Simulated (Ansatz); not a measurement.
`OC[S][GeH3]`, relaxed with RKS PBE0-D4/def2-TZVP in Ansatz 0.2.0 from a PBE-D4/def2-SVP geometry. The force threshold is 0.005 eV/Å; the program also tests the step.

The species carries charge 0 and has multiplicity 1.

Start:

```xyz
10

O    -1.496   -1.324    0.545
C    -1.374    0.058    0.560
S    -0.714    0.828   -1.021
Ge    1.461    0.396   -0.719
H    -0.598   -1.708    0.535
H    -2.392    0.487    0.649
H    -0.756    0.447    1.403
H     2.154    0.463   -2.100
H     1.596   -1.042   -0.128
H     2.118    1.393    0.276
```

```json
{"step": "1", "energy (eV)": "-70522.9190", "largest force (eV/Å)": "0.714", "largest move (Å)": "0.000"}
{"step": "2", "energy (eV)": "-70522.9583", "largest force (eV/Å)": "0.331", "largest move (Å)": "0.037"}
{"step": "3", "energy (eV)": "-70522.9648", "largest force (eV/Å)": "0.140", "largest move (Å)": "0.017"}
{"step": "4 (rejected)", "energy (eV)": "-70522.9644", "largest force (eV/Å)": "0.173", "largest move (Å)": "0.035"}
{"step": "5", "energy (eV)": "-70522.9660", "largest force (eV/Å)": "0.067", "largest move (Å)": "0.017"}
{"step": "6", "energy (eV)": "-70522.9682", "largest force (eV/Å)": "0.066", "largest move (Å)": "0.067"}
{"step": "7", "energy (eV)": "-70522.9688", "largest force (eV/Å)": "0.131", "largest move (Å)": "0.074"}
{"step": "8", "energy (eV)": "-70522.9694", "largest force (eV/Å)": "0.090", "largest move (Å)": "0.020"}
{"step": "9 (rejected)", "energy (eV)": "-70522.9693", "largest force (eV/Å)": "0.076", "largest move (Å)": "0.029"}
{"step": "10", "energy (eV)": "-70522.9700", "largest force (eV/Å)": "0.033", "largest move (Å)": "0.015"}
{"step": "11", "energy (eV)": "-70522.9702", "largest force (eV/Å)": "0.015", "largest move (Å)": "0.024"}
{"step": "12", "energy (eV)": "-70522.9704", "largest force (eV/Å)": "0.014", "largest move (Å)": "0.029"}
{"step": "13", "energy (eV)": "-70522.9704", "largest force (eV/Å)": "0.021", "largest move (Å)": "0.025"}
{"step": "14", "energy (eV)": "-70522.9704", "largest force (eV/Å)": "0.016", "largest move (Å)": "0.007"}
{"step": "15", "energy (eV)": "-70522.9704", "largest force (eV/Å)": "0.006", "largest move (Å)": "0.004"}
{"step": "16", "energy (eV)": "-70522.9704", "largest force (eV/Å)": "0.005", "largest move (Å)": "0.005"}
{"step": "17", "energy (eV)": "-70522.9704", "largest force (eV/Å)": "0.004", "largest move (Å)": "0.004"}
```

End:

```xyz
10

O    -1.534   -1.275    0.689
C    -1.349    0.097    0.547
S    -0.708    0.626   -1.084
Ge    1.461    0.351   -0.731
H    -0.687   -1.719    0.590
H    -2.333    0.557    0.628
H    -0.704    0.516    1.328
H     2.171    0.662   -2.052
H     1.747   -1.105   -0.308
H     1.936    1.289    0.392
```

Run time 59 s (4 threads of an Arm Neoverse V1 on a shared host); peak host memory 0.49 GiB.
